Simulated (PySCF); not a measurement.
Nuclear quadrupole coupling in `BN(B)C(C)C`

Compound: C3H11B2N.
Structure used (PBE0-D3(BJ)/def2-SVP), in Å, numbered top down from 1:
```xyz
17
C3H11B2N angstrom
B      1.557    1.367    0.010
N      0.763    0.193   -0.112
B      1.321   -0.982   -0.693
C     -0.633    0.203    0.375
C     -1.617   -0.041   -0.761
C     -0.823   -0.776    1.525
H      2.697    1.356   -0.384
H      1.073    2.358    0.510
H      2.462   -0.959   -1.078
H      0.656   -1.986   -0.795
H     -0.809    1.218    0.763
H     -2.652    0.063   -0.402
H     -1.463    0.683   -1.575
H     -1.503   -1.054   -1.176
H     -0.116   -0.564    2.341
H     -0.664   -1.814    1.193
H     -1.844   -0.703    1.927
```

Field gradients from the PBE0/pcSseg-1 density (PySCF, non-relativistic), principal values in atomic units, ordered |Vxx| ≤ |Vyy| ≤ |Vzz|:

| atom | Vxx | Vyy | Vzz |
| --- | --- | --- | --- |
| B1 | -0.2101 | -0.2843 | 0.4944 |
| N2 | -0.0730 | -0.2706 | 0.3436 |
| B3 | -0.2198 | -0.2844 | 0.5042 |

**Question.** Find the asymmetry η = (Vxx − Vyy)/Vzz and the couplings χ = eQV/h (234.96 MHz × Q in barn × V in au), with Q(11B) = 0.04059 b, Q(14N) = 0.02044 b.

**Answer.** 
| atom | environment | nucleus | η | χzz (MHz) | χxx (MHz) | χyy (MHz) |
| --- | --- | --- | --- | --- | --- | --- |
| B1 | three-coordinate boron | 11B | 0.15 | 4.715 | -2.004 | -2.711 |
| N2 | boron-bound nitrogen | 14N | 0.57 | 1.650 | -0.351 | -1.300 |
| B3 | three-coordinate boron | 11B | 0.13 | 4.809 | -2.096 | -2.713 |

The tensor is traceless: Vxx + Vyy + Vzz = 0.

**Question.** What is Vzz at B1 in SI units (1 au = 9.71736 × 10²¹ V/m²)?

**Answer.** 0.4944 au = 4.804 × 10²¹ V/m².

Were the hydrogens deuterons (Q(2H) = 0.00286 b), χzz would run from 132 kHz (H8) to 197 kHz (H17, H12, H13 and H15).

Isolated species at its PBE0-D3(BJ)/def2-SVP geometry (one conformer only). The basis is small and wasn't made for field gradients, so the couplings can be 20 % off.

These values come from a run that also computed NMR shieldings. On Arm Neoverse V2, one thread, shared host, this took 15 s wall and 0.86 GiB of memory at its peak.
